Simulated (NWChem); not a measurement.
Species: CH5NO2Si2; SMILES [SiH2]([SiH2]N=C=O)O

```xyz
11

O      0.9078     3.3439     0.1490
C      0.2842     2.3608     0.0406
N     -0.3482     1.3511    -0.0677
Si    -1.2647    -0.1110    -0.2247
Si     0.1171    -1.9034     0.4267
O      1.4751    -1.9760    -0.5435
H     -1.6930    -0.2322    -1.6503
H     -2.4841    -0.0002     0.6327
H      0.4636    -1.7310     1.8749
H     -0.5973    -3.1982     0.2469
H      2.0462    -1.2021    -0.5462
```
Atoms are numbered in this order, from 1.

Results from NWChem. Structure relaxed at the PBE0/def2-SVP level. B3LYP is NWChem's, with the RPA form of VWN correlation.

Problem. What does the run give for B3LYP/def2-SVP? Quantities: highest occupied level (eV); orbital gap (eV); dipole (D).

Solution. The highest occupied level (eV) is -7.44. The orbital gap (eV) is 6.79 and the dipole (D) is 1.12.
